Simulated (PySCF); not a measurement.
PySCF input file for 4,4-difluorobuta-1,2-diene (C4H4F2), SMILES C(C=C=C)(F)F, PBE0/pcSseg-1. Geometry optimised at TPSSh-D3(BJ)/def2-SVP. The values are those of a single conformer.

```python
import numpy as np
from pyscf import gto, scf, dft
from pyscf.prop.nmr import rks as nmr

mol = gto.M(
    atom='''
    C     2.80047530   -0.25354998    0.00000000
    C     1.57001244    0.19397322    0.00000000
    C     0.33039595    0.62567374   -0.00000000
    C    -0.84878431   -0.29926186   -0.00000000
    F    -1.62870513   -0.05808273    1.09561775
    F    -1.62870513   -0.05808273   -1.09561775
    H     3.33472349   -0.44486271    0.93666906
    H     3.33472350   -0.44486271   -0.93666906
    H     0.09762061    1.69709762   -0.00000001
    H    -0.56297154   -1.36289391    0.00000000
    ''',
    basis='pcSseg-1',
    charge=0,
    spin=0,
    max_memory=1600,
    verbose=3,
)
mf = dft.RKS(mol, xc='pbe0')
mf.grids.level = 3
mf.conv_tol = 1e-10
mf.max_cycle = 100
mf.kernel()
n = nmr.NMR(mf)
n.verbose = 2
n.max_cycle_cphf = 60
sigma = n.kernel()
print('atom   isotropic/ppm   span/ppm')
for i, s in enumerate(sigma):
    w = np.linalg.eigvalsh((s + s.T) / 2)
    print(f'{mol.atom_symbol(i):2s}{i + 1:3d} {w.mean():14.3f} {w[2] - w[0]:11.3f}')
```

Log of the run:

```
converged SCF energy = -354.041447237493
atom   isotropic/ppm   span/ppm
C   1        100.108     159.584
C   2        -41.395      54.344
C   3         89.279     137.334
C   4         62.461      32.802
F   5        289.965     182.551
F   6        289.965     182.551
H   7         25.943       4.820
H   8         25.943       4.820
H   9         25.558       3.628
H  10         25.199       4.208
```

The calculation finished and met its thresholds.

Cost: very roughly 27 core-seconds.
